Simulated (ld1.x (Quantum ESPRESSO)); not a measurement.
PBE RRKJ dataset for C (Z = 6), non-relativistic all-electron reference.

The input file (ld1.x (Quantum ESPRESSO) 7.5):

```
&input
   title='C', zed=6., rel=0, dft='PBE', iswitch=3,
   config='[He] 2s2 2p0.5 3d-2',
   nld=3, rlderiv=2.00, eminld=-4.0, emaxld=5.0, deld=0.02
 /
 &inputp
   pseudotype=2, tm=.false., lloc=-1, rcloc=1.10,
   nlcc=.true., new_core_ps=.true., rcore=0.50,
   file_pseudopw='C.UPF', file_wfcaegen='ae.wfc', file_wfcncgen='nc.wfc', file_beta='beta', file_chi='chi'
 /
3
2S  1  0   2.00   0.00  1.00  1.00  0.0
2P  2  1   0.50   0.00  1.85  1.85  0.0
3D  3  2  -2.00   0.25  1.55  1.55  0.0
 &test
   configts(1)='2s2 2p0.5'
 /
```

Command:

```bash
ld1.x < C.in > C.out
```

Resulting log (shortened: banner, matrices, multipoles, cross overlaps and the repeated all-electron block are left out):

```
Program LD1 v.7.5
     --------------------------- All-electron run ----------------------------

     C

     atomic number is  6.00
     dft =PBE   lsd =0 sic =0 latt =0  beta=0.20 tr2=1.0E-14
     Exchange-correlation= PBE
                           (   1   4   3   4   0   0   0)
     mesh =1073 r(mesh) = 100.30751 a.u. xmin = -7.00 dx = 0.01250
     1 Ry =  13.60569312 eV

     n l     nl                  e(Ry)          e(Ha)          e(eV)
     1 0     1S 1( 2.00)       -21.8835       -10.9418      -297.7403
     2 0     2S 1( 2.00)        -2.4085        -1.2043       -32.7695
     2 1     2P 1( 0.50)        -1.7673        -0.8837       -24.0454

     final scf error:  6.1E-15 reached in  24 iterations

     Etot =     -73.946111 Ry,     -36.973055 Ha,   -1006.088091 eV

     Ekin =      73.751464 Ry,      36.875732 Ha,    1003.439791 eV
     Encl =    -165.582693 Ry,     -82.791346 Ha,   -2252.867302 eV
     Eh   =      27.017742 Ry,      13.508871 Ha,     367.595109 eV
     Exc  =      -9.132625 Ry,      -4.566312 Ha,    -124.255690 eV

     normalization and overlap integrals

     s(1S/1S) =  1.000000  <r> =   0.2705  <r2> =    0.0991  r(max) =   0.1730
     s(2S/2S) =  1.000000  <r> =   1.4112  <r2> =    2.3585  r(max) =   1.1569
     s(2P/2P) =  1.000000  <r> =   1.4041  <r2> =    2.4419  r(max) =   1.0600

     ------------------------ End of All-electron run ------------------------

     --------------------- Generating NC pseudopotential ---------------------

      Generating local potential from pseudized AE potential:
      Matching radius rcloc =   1.1000

      Local pseudo, rcloc= 1.087 Estimated cut-off energy=    19.34 Ry

      Computing core charge for nlcc:

       r > 0.50 : true rho core
      Core charge pseudized with two Bessel functions
      Integrated core pseudo-charge :   1.22

      Wfc   2S  rcut= 1.008  Estimated cut-off energy=      119.88 Ry
      This function has    0 nodes for 0 < r <    1.008

      Wfc   2P  rcut= 1.837  Estimated cut-off energy=       52.86 Ry
      This function has    0 nodes for 0 < r <    1.837

      Wfc   3D  rcut= 1.542  Estimated cut-off energy=       94.48 Ry
      This function has    0 nodes for 0 < r <    1.542

     ------------------- End of pseudopotential generation -------------------

     Computing logarithmic derivative in   1.99274
     Computing logarithmic derivative in   1.99274
     Computing the partial wave expansion
     R is outside the sphere for l=    0 j= 0.00
     R is outside the sphere for l=    1 j= 0.00
     R is outside the sphere for l=    2 j= 0.00

     ---------------------- Testing the pseudopotential ----------------------

     C

     atomic number is  6.00   valence charge is  4.00
     dft =PBE   lsd =0 sic =0 latt =0  beta=0.20 tr2=1.0E-14
     mesh =1073 r(mesh) = 100.30751 xmin = -7.00 dx = 0.01250

     n l     nl             e AE (Ry)        e PS (Ry)    De AE-PS (Ry)
     1 0     2S   1( 2.00)       -2.40851       -2.40851        0.00000
     2 1     2P   1( 0.50)       -1.76730       -1.76730        0.00000

     eps = 4.9E-25  iter =  1

     Etot =     -73.946111 Ry,     -36.973055 Ha,   -1006.088091 eV
     Etotps =   -12.036868 Ry,      -6.018434 Ha,    -163.769937 eV

     Ekin =       3.816472 Ry,       1.908236 Ha,      51.925746 eV
     Encl =     -16.380550 Ry,      -8.190275 Ha,    -222.868738 eV
     Ehrt =       3.991690 Ry,       1.995845 Ha,      54.309705 eV
     Ecxc =      -4.726597 Ry,      -2.363299 Ha,     -64.308633 eV
     (Ecc =      -2.810446 Ry,      -1.405223 Ha,     -38.238059 eV)
     Epseu=       1.262117 Ry,       0.631059 Ha,      17.171983 eV

     ---------------------- End of pseudopotential test ----------------------
```

Generation and configuration tests took about 0.81 s on one core of a shared server CPU.

Transferability test of the new file with ld1.x, input:

```
&input
   title='C', zed=6., rel=0, dft='PBE', iswitch=2,
   config='[He] 2s2 2p0.5 3d-2'
 /
 &test
   file_pseudo='C.UPF', nconf=8,
   configts(1)='2s2 2p0.5',
   configts(2)='2s2 2p2',
   configts(3)='2s2 2p1',
   configts(4)='2s2 2p0',
   configts(5)='2s2 2p2.3',
   configts(6)='2s1 2p3',
   configts(7)='2s0 2p4',
   configts(8)='2s1 2p2'
 /
```

```bash
ld1.x < C.test.in > C.test.out
```

Pseudopotential blocks of its output, shortened (energy terms left out):

```
     ---------------------- Testing the pseudopotential ----------------------

     n l     nl             e AE (Ry)        e PS (Ry)    De AE-PS (Ry)
     1 0     2S   1( 2.00)       -2.40851       -2.40851       -0.00000
     2 1     2P   1( 0.50)       -1.76730       -1.76730       -0.00000

     eps = 1.2E-17  iter =  9

     Etot =     -73.946111 Ry,     -36.973055 Ha,   -1006.088091 eV
     Etotps =   -12.036868 Ry,      -6.018434 Ha,    -163.769937 eV

     ---------------------- End of pseudopotential test ----------------------

          ---------------------- Testing the pseudopotential ----------------------

     n l     nl             e AE (Ry)        e PS (Ry)    De AE-PS (Ry)
     1 0     2S   1( 2.00)       -1.00980       -1.00854       -0.00127
     2 1     2P   1( 2.00)       -0.38872       -0.39165        0.00293

     eps = 4.7E-15  iter = 19

     Etot =     -75.496848 Ry,     -37.748424 Ha,   -1027.186944 eV
     Etotps =   -13.593699 Ry,      -6.796849 Ha,    -184.951694 eV
     dEtot_ae =      -1.550737 Ry
     dEtot_ps =      -1.556830 Ry,   Delta E=       0.006093 Ry

     ---------------------- End of pseudopotential test ----------------------

          ---------------------- Testing the pseudopotential ----------------------

     n l     nl             e AE (Ry)        e PS (Ry)    De AE-PS (Ry)
     1 0     2S   1( 2.00)       -1.89219       -1.89401        0.00182
     2 1     2P   1( 1.00)       -1.25009       -1.25493        0.00484

     eps = 5.5E-15  iter =  9

     Etot =     -74.698268 Ry,     -37.349134 Ha,   -1016.321708 eV
     Etotps =   -12.790491 Ry,      -6.395245 Ha,    -174.023492 eV
     dEtot_ae =      -0.752157 Ry
     dEtot_ps =      -0.753622 Ry,   Delta E=       0.001465 Ry

     ---------------------- End of pseudopotential test ----------------------

          ---------------------- Testing the pseudopotential ----------------------

     n l     nl             e AE (Ry)        e PS (Ry)    De AE-PS (Ry)
     1 0     2S   1( 2.00)       -2.96647       -2.95976       -0.00671  !
     2 1     2P   1( 0.00)       -2.33488       -2.32220       -0.01268  !

     eps = 9.7E-15  iter = 13

     Etot =     -72.922568 Ry,     -36.461284 Ha,    -992.162081 eV
     Etotps =   -11.016091 Ry,      -5.508045 Ha,    -149.881547 eV
     dEtot_ae =       1.023543 Ry
     dEtot_ps =       1.020778 Ry,   Delta E=       0.002765 Ry

     ---------------------- End of pseudopotential test ----------------------

          ---------------------- Testing the pseudopotential ----------------------

     n l     nl             e AE (Ry)        e PS (Ry)    De AE-PS (Ry)
     1 0     2S   1( 2.00)       -0.79468       -0.79205       -0.00263
     2 1     2P   1( 2.30)       -0.18427       -0.18568        0.00141

     eps = 5.8E-15  iter = 17

     Etot =     -75.582053 Ry,     -37.791027 Ha,   -1028.346222 eV
     Etotps =   -13.679556 Ry,      -6.839778 Ha,    -186.119835 eV
     dEtot_ae =      -1.635942 Ry
     dEtot_ps =      -1.642687 Ry,   Delta E=       0.006745 Ry

     ---------------------- End of pseudopotential test ----------------------

          ---------------------- Testing the pseudopotential ----------------------

     n l     nl             e AE (Ry)        e PS (Ry)    De AE-PS (Ry)
     1 0     2S   1( 1.00)       -1.04274       -1.04103       -0.00171
     2 1     2P   1( 3.00)       -0.41995       -0.42250        0.00255

     eps = 3.8E-16  iter = 12

     Etot =     -74.874839 Ry,     -37.437420 Ha,   -1018.724087 eV
     Etotps =   -12.975941 Ry,      -6.487970 Ha,    -176.546668 eV
     dEtot_ae =      -0.928729 Ry
     dEtot_ps =      -0.939072 Ry,   Delta E=       0.010344 Ry

     ---------------------- End of pseudopotential test ----------------------

          ---------------------- Testing the pseudopotential ----------------------

     n l     nl             e AE (Ry)        e PS (Ry)    De AE-PS (Ry)
     1 0     2S   1( 0.00)       -1.07169       -1.06958       -0.00211
     2 1     2P   1( 4.00)       -0.44774       -0.44991        0.00217

     eps = 6.0E-15  iter = 10

     Etot =     -74.251418 Ry,     -37.125709 Ha,   -1010.242003 eV
     Etotps =   -12.356803 Ry,      -6.178402 Ha,    -168.122876 eV
     dEtot_ae =      -0.305307 Ry
     dEtot_ps =      -0.319935 Ry,   Delta E=       0.014628 Ry

     ---------------------- End of pseudopotential test ----------------------

          ---------------------- Testing the pseudopotential ----------------------

     n l     nl             e AE (Ry)        e PS (Ry)    De AE-PS (Ry)
     1 0     2S   1( 1.00)       -1.89887       -1.90372        0.00484
     2 1     2P   1( 2.00)       -1.25677       -1.26500        0.00823  !

     eps = 6.2E-15  iter =  9

     Etot =     -74.056137 Ry,     -37.028068 Ha,   -1007.585071 eV
     Etotps =   -12.151585 Ry,      -6.075793 Ha,    -165.330738 eV
     dEtot_ae =      -0.110026 Ry
     dEtot_ps =      -0.114717 Ry,   Delta E=       0.004691 Ry

     ---------------------- End of pseudopotential test ----------------------
```
